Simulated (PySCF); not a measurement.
## Assigning NMR signals

Mapped SMILES: `[CH3:1][C:2](=[O:3])[NH:4][SiH2:5][O:6][SiH3:7]`; H(Xn) means a hydrogen on atom n.

- σ from GIAO-PBE0/pcSseg-1
- coordinates at the GFN2-xTB level
- code: PySCF 2.14.0 with density-fitted response routines
- rapidly exchanging positions averaged, no solvent model, a single conformation, non-relativistic

References, each an isolated molecule treated in the same way: TMS for 13C (σref 186.93) and 1H (σref 31.72).

Q: Assign these signals to the numbered atoms. 13C{1H} NMR (computed): δ 178.4, 24.3.

A: 
| δ (ppm) | atoms | environment | reason |
| --- | --- | --- | --- |
| 178.4 | C2 | amide carbonyl carbon | it is a carbonyl in resonance with an O or N lone pair, the region of acids, esters and amides |
| 24.3 | C1 | methyl carbon α to a carbonyl | α to the electron-withdrawing carbonyl group |

Q: Assign these signals to the numbered atoms. 1H NMR (400 MHz, computed): δ 5.31 (s, 2H), 5.16 (s, 3H), 4.43 (br s, 1H), 1.98 (s, 3H).

A: 
5.31 → H(Si5), hydrogen on a silicon bonded to N, O
5.16 → H(Si7), hydrogen on a silicon bonded to O
4.43 → H(N4), hydrogen on an amide-type nitrogen: labile proton, position sensitive to the medium
1.98 → H(C1), hydrogen on a methyl carbon α to a carbonyl: α to C=O

The OH or NH signal is concentration- and solvent-dependent in practice; the value given is the gas-phase one. Shifts are as computed. Against solution values, carbons near 30 ppm lie about +3 ppm off and those near 130 ppm about +5 ppm. Of 1211 compounds with measured shifts, 218 miss one by over three times the rms of a fit or turn the order of signals round; such compounds aren't used in these exercises. Hydrogen bonding in solution deshields acid and N–H amide carbonyl carbons by as much as 10 ppm beyond these values. No couplings were computed; multiplicities are counted from neighbouring protons, with m where these are inequivalent, close in shift, in a saturated or five-membered ring or joined by F or P, and br s for small geminal =CH2 splittings.
